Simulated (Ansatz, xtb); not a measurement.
Relative energy of two isomers of Cl2FH3Si2

Structure a: `F[Si]([SiH3])(Cl)Cl`, a singlet. Structure b: `F[SiH2][SiH](Cl)Cl`, a singlet. Both are isolated molecules in the gas phase, relaxed with B3LYP-D3(BJ)/def2-SVP; the shapes shown needn't be the lowest conformers.

a (Å):

| atom | x (Å) | y (Å) | z (Å) |
| --- | --- | --- | --- |
| Cl | 0.1318 | -1.7678 | -0.0856 |
| Cl | 2.3045 | 0.6848 | -0.8523 |
| F | 0.4174 | 0.7671 | 1.4481 |
| Si | 0.4301 | 0.2733 | -0.0957 |
| Si | -1.2239 | 1.3502 | -1.3384 |
| H | -0.9768 | 2.8185 | -1.3145 |
| H | -2.5573 | 1.0389 | -0.7530 |
| H | -1.1432 | 0.8381 | -2.7342 |

b (Å):

```yaml
atoms:
  - { symbol: Cl, position_ang: [-0.0230, -1.4167, -2.0983] }
  - { symbol: Cl, position_ang: [1.6912, 1.5253, -2.1937] }
  - { symbol: F, position_ang: [-0.8304, 2.4924, 0.7854] }
  - { symbol: Si, position_ang: [-0.6775, 0.9033, 0.4438] }
  - { symbol: Si, position_ang: [-0.1491, 0.6425, -1.8219] }
  - { symbol: H, position_ang: [-1.9648, 0.2266, 0.7594] }
  - { symbol: H, position_ang: [0.4285, 0.3361, 1.2598] }
  - { symbol: H, position_ang: [-1.1231, 1.1821, -2.8026] }
```

Quicker runs give these differences E(b) − E(a): GFN2-xTB −8.5 kcal/mol; HF/STO-3G +6.5 kcal/mol (at GFN2-xTB geometries); r2SCAN-D4/def2-SVP +9.5 kcal/mol (at GFN2-xTB geometries).

Question: Estimate E(b) − E(a) at the level CCSD(T)/def2-SVP + ΔMP2/def2-TZVPP.

Answer: Calculated at CCSD(T)/def2-SVP + ΔMP2/def2-TZVPP: E(b) − E(a) = +6.3 kcal/mol, so structure a lies lower.

The same difference at several levels:

```csv
level,geometry,E(b) − E(a) (kcal/mol),departure from the last row (kcal/mol),"job, with rough time for the two"
GFN2-xTB,GFN2-xTB,−8.5,−14.8,"optimisation, 0.31 s"
HF/STO-3G,GFN2-xTB,+6.5,+0.2,"single point, 0.58 s"
r2SCAN-D4/def2-SVP,GFN2-xTB,+9.5,+3.2,"single point, 4.1 s"
B3LYP-D3(BJ)/def2-SVP,B3LYP-D3(BJ)/def2-SVP,+6.8,+0.5,"optimisation, 41 s"
HF/def2-SVP,B3LYP-D3(BJ)/def2-SVP,+5.0,−1.3,part of the CCSD(T) run
MP2/def2-SVP,B3LYP-D3(BJ)/def2-SVP,+7.3,+1.0,part of the CCSD(T) run
CCSD(T)/def2-SVP,B3LYP-D3(BJ)/def2-SVP,+7.3,+1.0,single point
CCSD(T)/def2-SVP + ΔMP2/def2-TZVPP,B3LYP-D3(BJ)/def2-SVP,+6.3,,"single point, 25 s"
```

As drawn, both hold the same kinds of bond in the same numbers.

GFN2-xTB puts the two in the other order. The largest departure from CCSD(T)/def2-SVP + ΔMP2/def2-TZVPP is that of GFN2-xTB, 14.8 kcal/mol. The last row adds to CCSD(T) the change of the MP2 difference between the two basis sets, here −1.0 kcal/mol.

With harmonic frequencies from B3LYP-D3(BJ)/def2-SVP (ideal gas, rigid rotor, one conformer each, 298.15 K, 1 atm): on the last row, ΔE + ΔZPE = +6.9, ΔH = +6.8, ΔG = +6.5 kcal/mol.

The correlated steps freeze 21 core orbitals. Mirror images aren't counted in ΔG. Run with Ansatz 0.2.0, xtb 6.7.1; the last row on 2 threads of AMD EPYC 7R43 64-Core Processor (Zen 3) on a shared host.
